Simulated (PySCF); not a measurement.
**Two-component Hartree-Fock for Ce(43+) (cerium, charge +43)**

Start: [Ne] 3s2 3p3; 3p1/2 filled at m_j = -1/2, +1/2; 3p3/2 filled at m_j = +3/2. Calculated with PySCF 2.14 in an even-tempered Gaussian basis (18 s from 9.8 bohr⁻², ratio 2.4; 14 p from 13 bohr⁻², ratio 2.4; 4 d from 46 bohr⁻², ratio 2.6; 4 f from 69 bohr⁻², ratio 2.6): generalised Hartree-Fock with the X2C-1e Hamiltonian and a Gaussian nucleus; one run each with spin-orbit coupling (SO) switched off, then screened by Boettger's factors.

```
spinor shell  electrons  ε, spin-free (eV)  ε, screened SO (eV)  weight of nominal j (screened SO)  rms radius, screened SO (bohr)
       1s1/2          2           -43380.0             -43370.0                              1.000                          0.0280
       2s1/2          2            -9220.8              -9216.3                              1.000                           0.112
       2p1/2          2            -8542.1              -8865.2                              1.000                          0.0960
       2p3/2          4            -8542.1              -8395.0                              1.000                           0.102
       3s1/2          2            -3604.9              -3603.0                              1.000                           0.270
       3p1/2          2            -3415.1              -3479.2                              0.998                           0.258
       3p3/2          1            -3415.1              -3368.8                              1.000                           0.267
```

```json
{"quantity": "E (hartree)", "spin-free": "-7165.12792", "screened SO": "-7172.09795"}
{"quantity": "M_J", "spin-free": "3/2", "screened SO": "3/2"}
{"quantity": "⟨J²⟩", "spin-free": "3.750", "screened SO": "3.751"}
{"quantity": "⟨L²⟩", "spin-free": "0.000", "screened SO": "2.402"}
{"quantity": "⟨S²⟩", "spin-free": "3.750", "screened SO": "1.572"}
```

Each row is a mean over spinors that exchange with the open shell spreads, by up to 24.693 eV (3s1/2).

Breit and QED terms are absent; they matter most for the inner s and p1/2 levels.

Densities and radii are taken from the X2C orbitals without a picture-change correction, which distorts them close to the nucleus.

Without spin-orbit coupling the j labels of p, d and f shells carry no meaning; the spin-free column gives the mean over the occupied spinors of each nl shell.
